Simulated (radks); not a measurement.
Species: K I. Configuration: [Ar] 4s1.

Method: Dirac Kohn-Sham, PBE, spin-unpolarised, spherical densities, point nucleus; computed with a radial shooting solver on a logarithmic mesh with Libxc functionals.

Energy parts (hartree):
| part | energy |
|---|---|
| total | -602.08996 |
| kinetic | 606.26425 |
| electron-nucleus | -1433.47832 |
| Hartree | 258.49020 |
| exchange-correlation | -33.36609 |

Orbitals (lengths in bohr, moments of r in powers of bohr):
[
 {"orbital": "1s1/2", "occ.": "2", "eigenvalue (hartree)": "-129.4235", "<r^2>": "0.008837"},
 {"orbital": "2s1/2", "occ.": "2", "eigenvalue (hartree)": "-12.98524", "<r^2>": "0.1781"},
 {"orbital": "2p1/2", "occ.": "2", "eigenvalue (hartree)": "-10.36285", "<r^2>": "0.1511"},
 {"orbital": "2p3/2", "occ.": "4", "eigenvalue (hartree)": "-10.25656", "<r^2>": "0.1531"},
 {"orbital": "3s1/2", "occ.": "2", "eigenvalue (hartree)": "-1.29871", "<r^2>": "1.865"},
 {"orbital": "3p1/2", "occ.": "2", "eigenvalue (hartree)": "-0.69785", "<r^2>": "2.430"},
 {"orbital": "3p3/2", "occ.": "4", "eigenvalue (hartree)": "-0.68805", "<r^2>": "2.461"},
 {"orbital": "4s1/2", "occ.": "1", "eigenvalue (hartree)": "-0.08522", "<r^2>": "29.01"}
]

The highest occupied level is 4s1/2 at -2.319 eV. For comparison, the ionisation energy in NIST's Atomic Spectra Database is 4.341 eV (measured). In exact Kohn-Sham theory the highest level is minus the ionisation energy, but local and semilocal functionals leave it too shallow, through self-interaction and a potential that decays too fast; potentials with the right tail come closer.

Beside tabulated values, note that spin-unpolarised runs miss the spin-polarisation part of the exchange energy of open shells.
